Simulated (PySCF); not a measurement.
**Working out the ionisation energy of Sc**

Sc [Ar] 3d1 4s2 (2D) → Sc⁺ [Ar] 3d1 4s1 (3D). Computed with PySCF 2.14 in aug-cc-pwCVTZ (10s9p7d4f3g, 127 functions), with no relativity, point nucleus. Frozen: nothing. Energies in hartree (1 hartree = 27.21139 eV):

```csv
part,Sc (lower),Sc⁺ (upper)
UHF,-759.740479,-759.543490
MP2 opposite-spin,-0.364799,-0.334021
MP2 same-spin,-0.140519,-0.135587
```

Q: What does Hartree-Fock give?

A: (-759.543490) − (-759.740479) = 0.196989 hartree = 5.360 eV.

Q: What do MP2 and SCS-MP2 (6/5 opposite-spin, 1/3 same-spin) give?

A: The opposite-spin parts differ by 0.838 eV and the same-spin parts by 0.134 eV. MP2: 5.360 + (0.838) + (0.134) = 6.332 eV. SCS-MP2: 5.360 + 1.2 × (0.838) + (0.134)/3 = 6.410 eV.

Measured between the centres of the two terms (NIST): 6.562 eV, so MP2 (all electrons) is off by -0.230 eV.

The calculation is non-relativistic.

What remains against the reference includes basis incompleteness and correlation beyond second order.
